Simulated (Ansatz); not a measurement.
# Energy profile

The step: Si₂H₅SF ([F][SiH]([SiH3])[SH]) → Si₂H₄S ([SiH3][SiH][S]) + HF; bonds formed: F2–H4; bonds broken: Si1–F2, S3–H4 (atoms numbered as in the saddle structure below).

Si1  (-0.868, 0.828, -0.021)
F2  (-0.424, -1.248, -1.833)
S3  (-0.663, 1.887, -1.662)
H4  (-0.374, -0.373, -2.173)
H5  (-2.185, 0.719, 0.669)
Si6  (0.871, -0.291, 1.076)
H7  (1.164, 0.449, 2.334)
H8  (2.061, -0.307, 0.196)
H9  (0.419, -1.664, 1.413)
(Å)

Electronic energies by CCSD(T) at an estimated basis limit (MP2 extrapolated from triple and quadruple zeta, plus CCSD(T) − MP2 in triple zeta), on PBE0-D4/def2-TZVP structures; Si$_{2}$H$_{5}$SF, closed shell; no counterpoise correction. Computed with Ansatz 0.2.0 (basis: def2-TZVPP and def2-QZVPP); correlated methods freeze the cores. Extrapolation: Hartree–Fock as exp(−7.88 √X), correlation as X^−2.97.

Give the profile in kcal/mol, counted from the start structure. (To be estimated.)

By the calculation:
| point | kcal/mol |
| --- | --- |
| start structure | 0.00 |
| saddle | 51.84 |
| end structure | 49.30 |
| separated: Si$_{2}$H$_{4}$S (linked as [SiH3][SiH][S]; Si1, S3, H5, Si6, H7, H8, H9; singlet) + HF (F2, H4; singlet) | 57.13 |

T1 diagnostic: at most 0.018.

For scale, one of the runs: CCSD(T)/def2-TZVPP, 227 basis functions, launched by `ansatz run in.yaml --threads 4 --pin off --events-out ev --progress --plain --max-ram 9574MiB`. Hardware: 4 CPU threads of an Intel Xeon, shared host. Wall time 59 s; peak host memory 3.4 GiB.
